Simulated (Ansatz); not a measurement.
Isolated molecules relaxed with PBE0-D4/def2-TZVP in Ansatz; ΔE leaves out vibrations. CCSD(T)/CBS adds triple-zeta CCSD(T) − MP2 to the extrapolated MP2 energy (def2 sets, frozen cores). Functionals use def2-TZVPP. B3LYP here is the variant with VWN-RPA as its local correlation; programs differ in this. Elements past krypton have def2 core potentials. For Ga, Sn outer-core shells are correlated without core-valence functions, which leaves a few kJ/mol of doubt a bond. Scalar relativity is left out up to krypton.

`[CH3][GaH][SnH3]` + `CC(F)Cl` → `C[C](F)(Cl)[SnH3]` + `[CH3][GaH2]`  (formal exchange of groups at the Sn–Ga bond)

| level | ΔE (kcal/mol) |
| --- | --- |
| B3LYP-D4 | 23.5 |
| ωB97M-V | 22.4 |
| B2PLYP | 24.0 |
| PBE | 24.5 |
| PBE0 | 25.5 |
| B3LYP | 25.2 |
| CCSD(T)/def2-TZVPP | 22.7 |
| HF/def2-QZVPP | 26.3 |

**Question.** What does CCSD(T)/CBS give? (Estimate.)

**Answer.** Computed: +23.0 kcal/mol. The listed levels differ from it by 0.5, -0.6, 1.0, 1.5, 2.5, 2.2, -0.3, 3.3 kcal/mol.

Largest T1 diagnostic among the species: 0.013.

In def2-TZVPP, CCSD(T) changes the Hartree–Fock value by −3.9 kcal/mol (the triples alone add −0.9 kcal/mol) and MP2 by −4.1 kcal/mol. From PBE to PBE0 (25 % exact exchange), in def2-TZVPP and without D4, ΔE moves by +1.0 kcal/mol.

CCSD(T)/CBS has its own doubt, a few kJ/mol and more with outer-core shells, so smaller differences from it don't rank the levels.
